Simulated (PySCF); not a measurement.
## Computed data sheet: `C=Nc1ccc[n+]([AlH3-])c1`

Compound: C₆H₉AlN₂.
SMILES with atom numbers: `[CH2:1]=[N:2][c:3]1[cH:4][cH:5][cH:6][n+:7]([AlH3-:8])[cH:9]1` (hydrogens: H10, H11 on C1; H12 on C4; H13 on C5; H14 on C6; H15, H16, H17 on Al8; H18 on C9)

Geometry (PBE0-D3(BJ)/def2-SVP, Å), atoms numbered from 1 in this order:
```xyz
18
C6H9AlN2 angstrom
C     -3.352    0.699   -0.197
N     -2.264    0.853    0.431
C     -1.138    0.113    0.083
C     -1.153   -1.267   -0.154
C      0.039   -1.917   -0.462
C      1.211   -1.177   -0.534
N      1.224    0.142   -0.298
Al     2.994    1.176   -0.463
C      0.096    0.774    0.020
H     -4.239    1.262    0.124
H     -3.464    0.030   -1.072
H     -2.088   -1.825   -0.067
H      0.063   -2.993   -0.642
H      2.174   -1.636   -0.769
H      2.521    2.582    0.159
H      3.954    0.233    0.418
H      3.227    1.116   -2.053
H      0.167    1.845    0.227
```

Some functional groups and rings: imine.

From PBE0-D3(BJ)/def2-SVP geometry optimisation, gas phase (PySCF):

```
Point group                  : C1
Rotational constants A, B, C : 2.886, 0.831, 0.662 GHz
```

B3LYP/def2-SVPD ground state, ΔSCF and vertical TDDFT (core frozen in the response) (PySCF):

```
Dipole moment                                                     : 8.40 D
HOMO energy                                                       : -6.85 eV
LUMO energy                                                       : -2.56 eV
HOMO–LUMO gap                                                     : 4.29 eV
Lowest singlet excitation                                         : 3.68 eV (337 nm, f = 0.014)
Strongest line among the 10 lowest singlet transitions            : S5 at 4.22 eV (294 nm, f = 0.079)
Lowest triplet excitation (Tamm–Dancoff)                          : 3.31 eV
Static isotropic polarisability                                   : 122.4 au
Vertical ionisation energy                                        : 8.89 eV
Vertical electron affinity                                        : 0.77 eV
Electronic spatial extent ⟨r²⟩ about the centre of nuclear charge : 1697 bohr²
```

**HF/pcSseg-1 ground state and GIAO shieldings, non-relativistic (PySCF)**

```
13C chemical shifts (computed TMS as zero) by class         : 163.1 (C1), 159.2 (C9), 157.1 (C6), 152.2 (C3), 140.5 (C4), 127.8 (C5) ppm
1H chemical shifts (computed TMS as zero) by class          : 9.44 (H18), 8.97 (H14), 7.70 (H12), 7.69 (H10), 7.52 (H13), 7.45 (H11), 4.17 (H15/H16/H17) ppm
Isotropic shieldings of nuclei other than C and H, by class : -128 (N2), -28 (N7), 461 (Al8) ppm
```

Monoisotopic mass from the formula: 136.0581 u.

The dipole matches unit charges of opposite sign 1.75 Å apart (1 e·Å = 4.8032 D). The ΔSCF ionisation energy exceeds −ε(HOMO) by 2.04 eV with B3LYP. The rotational constants make it an asymmetric top with κ = (2B − A − C)/(A − C) = -0.85, nearer the prolate limit (−1). The principal polarisabilities are 82.1, 120.5 and 164.7 au; their mean is the isotropic value.

One conformer stands for the species.
